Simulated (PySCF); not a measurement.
CHO2, SMILES O=C[O] (connectivity only; charge and spin as stated), charge -1, multiplicity 1.

Coordinates come from a B3LYP-D3(BJ)/def2-TZVPD optimisation. The multiplicity is an assumed one; other spin states were not compared. The isomer is the one that the SMILES or the coordinates give; other isomers of the formula were not compared.

Two levels are set side by side: PBE/def2-TZVPD (PySCF) and r2SCAN/def2-TZVPD (PySCF). Same geometry, gas phase. Differences are taken from unrounded values.

```csv
quantity,PBE
orbital gap (eV),3.94
highest occupied level (eV),0.28
lowest empty level (eV),4.22
mean polarisability (bohr³),39.0
```

These are the PBE values. What does r2SCAN give? (Estimate from the structure and the level; the computed values follow.)


```csv
quantity,r2SCAN,PBE minus r2SCAN
orbital gap (eV),4.73,-0.79
highest occupied level (eV),0.07,0.21
lowest empty level (eV),4.80,-0.57
mean polarisability (bohr³),35.3,3.7
```

Rough cost on one machine, each run with all the roots and properties that it gave: r2SCAN against PBE about 3 times.
